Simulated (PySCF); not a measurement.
CHF2, SMILES [CH](F)F (connectivity only; charge and spin as stated), charge +1, multiplicity 1. Atoms are numbered in the order given.

```xyz
4

F      0.0000    -1.0526     0.2208
C      0.0000     0.0000    -0.4108
F      0.0000     1.0526     0.2208
H      0.0000     0.0000    -1.5091
```
Charge +1, spin multiplicity 1.

Geometry: PBE0-D3(BJ)/def2-TZVP. The multiplicity is an assumed one; other spin states were not compared. The isomer is the one that the SMILES or the coordinates give; other isomers of the formula were not compared.

Level of theory: PBE0/pcSseg-2 (PySCF).

GIAO shieldings, no solvent; atoms alike by connectivity are averaged. δ = σ(ref) − σ: ¹⁹F against CFCl3 (σ = 165.8 ppm); ¹³C against TMS (σ = 186.1 ppm); ¹H against TMS (σ = 31.54 ppm), references at their B3LYP-D3(BJ)/def2-TZVP geometries, non-relativistic.

| nucleus | atoms | count | δ (ppm) |
|---|---|---|---|
| ¹⁹F | F1, F3 | 2 | 147.6 |
| ¹³C | C2 | 1 | 202.7 |
| ¹H | H4 | 1 | 9.63 |
